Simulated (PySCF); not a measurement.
Functional dependence of a UV spectrum

Compound: C4H7FSe.
SMILES: `C[Se]/C(C)=C/F`

Linear-response calculations in the def2-SVPD basis (PySCF; singlets by full response, triplets Tamm–Dancoff, core orbitals frozen in the response; HF means time-dependent Hartree–Fock). 'Strongest' is the level of largest summed f among the singlets computed (10 roots, of which the last may lack a degenerate partner); it can jump between rows when another state enters that window. S1 is the lowest singlet of each run and needn't be the same state throughout; f(S1) is that of one state. Isolated species at its PBE0-D3(BJ)/def2-SVP geometry (one conformer only). The LDA/def2-SVPD calculation is non-relativistic and has no spin–orbit coupling, an omission that weighs most on selenium.

| functional | kind | S1 (eV) | f(S1) | strongest (eV) | T1 (eV) | HOMO (eV) | gap (eV) | ionisation energy, ΔSCF (eV) |
| --- | --- | --- | --- | --- | --- | --- | --- | --- |
| LDA | LDA | 4.15 | 0.000 | 4.93 | 3.87 | -5.08 | 4.01 | 8.02 |
| PBE | GGA | 4.15 | 0.000 | 4.95 | 3.78 | -4.93 | 4.03 | 7.81 |
| B3LYP | global hybrid, 20% exact exchange | 4.42 | 0.000 | 5.34 | 3.90 | -5.83 | 5.48 | 8.01 |
| PBE0 | global hybrid, 25% exact exchange | 4.54 | 0.000 | 5.50 | 3.87 | -6.02 | 5.93 | 7.99 |
| BHandHLYP | global hybrid, 50% exact exchange | 4.75 | 0.000 | 5.93 | 3.91 | -6.99 | 7.56 | 8.02 |
| HF | Hartree–Fock | 5.15 | 0.000 | 6.58 | 3.59 | -8.43 | 10.43 | not settled |

S1 runs from 4.15 eV (PBE) to 5.15 eV (HF), a spread of 1.00 eV, while the orbital gap spreads over 6.4 eV. Along PBE (0%), B3LYP (20%), PBE0 (25%), BHandHLYP (50%), HF (100%) S1 rises with the share of exact exchange. −ε(HOMO) comes closest to its own ΔSCF ionisation energy with BHandHLYP (-1.03 eV) and misses most with LDA (-2.94 eV). 'Not settled' means that the ion's SCF failed to converge or may have ended in another state than the lowest.
